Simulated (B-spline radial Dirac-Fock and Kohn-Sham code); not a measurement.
Ionisation of each subshell: Ho¹¹⁺

System: holmium as Ho¹¹⁺, [Kr] 4d10 4f8 5s2; nuclear rms radius 5.2022 fm (A = 165).

These are calculated numbers from a radial finite-basis atomic code; the model is Dirac-Fock (average of configuration) total-energy differences with a finite nucleus, the Breit interaction including its frequency dependence, and self-energy and vacuum-polarisation corrections. The model has no electron correlation. Energies are counted from the vacuum level.

All terms are in eV, carry their sign (relaxation lowers the binding energy) and add up to the binding energy; ⟨r⟩ is the mean radius of the orbital in the initial state.

```csv
subshell,−ε (Koopmans),relaxation,Gaunt,retardation,QED,binding energy,⟨r⟩ (bohr)
K,56159.7,-74.11,-181.00,15.94,-85.77,55834.8,0.021
L1,9689.0,-40.44,-18.96,1.29,-11.93,9619.0,0.087
L2,9209.9,-44.60,-32.94,3.62,0.33,9136.3,0.073
L3,8350.7,-42.23,-23.11,4.69,-0.95,8289.1,0.080
M1,2377.9,-19.06,-3.28,0.19,-2.68,2353.1,0.229
M2,2168.2,-19.90,-5.89,0.58,0.03,2143.1,0.219
M3,1985.4,-18.78,-3.92,0.84,-0.22,1963.4,0.232
M4,1631.6,-21.01,-2.40,0.20,0.23,1608.7,0.205
M5,1592.2,-20.59,-1.57,0.21,0.12,1570.4,0.209
N1,657.0,-5.33,-0.72,0.05,-0.63,650.3,0.516
N2,571.3,-5.21,-1.25,0.13,0.02,565.0,0.526
N3,529.3,-4.63,-0.79,0.19,-0.04,524.0,0.554
N4,387.9,-4.31,-0.36,0.04,0.06,383.3,0.578
N5,380.1,-4.12,-0.20,0.04,0.03,375.8,0.588
"N6,7",211.6,-3.34,0.09,-0.01,0.03,208.4,0.662
O1,227.0,-0.44,-0.17,0.01,-0.14,226.3,1.126
```

For the deepest level, K (1s), the Breit terms make up -0.296 % of the binding energy, QED -0.154 % and orbital relaxation -0.133 %.

Going to the tabulated ground configuration of the next ion removes an electron from N6,7 (4f), computed at 208.4 eV. NIST lists 229 ± 12 eV as the ionisation energy of this species (theoretical), +20.62 eV from the computed value. Where a p, d or f shell is open in either ion the computed value averages over both j values and all terms, while the table refers to the lowest levels; that difference holds spin-orbit splitting (largest in heavy or highly charged ions), term energies where several electrons share open shells, and correlation, and it can reach 10 % or more.
